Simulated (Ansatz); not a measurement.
Basis-set extrapolation for CH7FSSi2, SMILES `C[SiH](F)[SiH2]S` (PBE0-D4/def2-TZVP geometry, frozen core, Ansatz). Multiplicity 1, RHF reference.

```
                       def2-TZVPP    def2-QZVPP
                 HF  -1116.980538  -1117.016683
    MP2 correlation     -0.849798     -0.920647
CCSD(T) correlation     -0.946271       not run
```

Energies in hartree. Use E(X) = E(∞) + A·exp(−7.88·√X) for Hartree–Fock and E(X) = E(∞) + B·X^(−2.97) for correlation, with X = 3 and 4, and add CCSD(T) minus MP2 of the smaller set to the MP2 limit.

Q: What is the CCSD(T) energy at the basis-set limit?

A: HF limit: -1117.016683 + (-0.036145) × 0.13774 = -1117.02166. MP2 limit: -0.920647 + (-0.070849) × 0.74074 = -0.97313. Higher-order term: -0.946271 − (-0.849798) = -0.09647. Total: -1118.09126 hartree, 103.2 kcal/mol below CCSD(T)/def2-TZVPP.
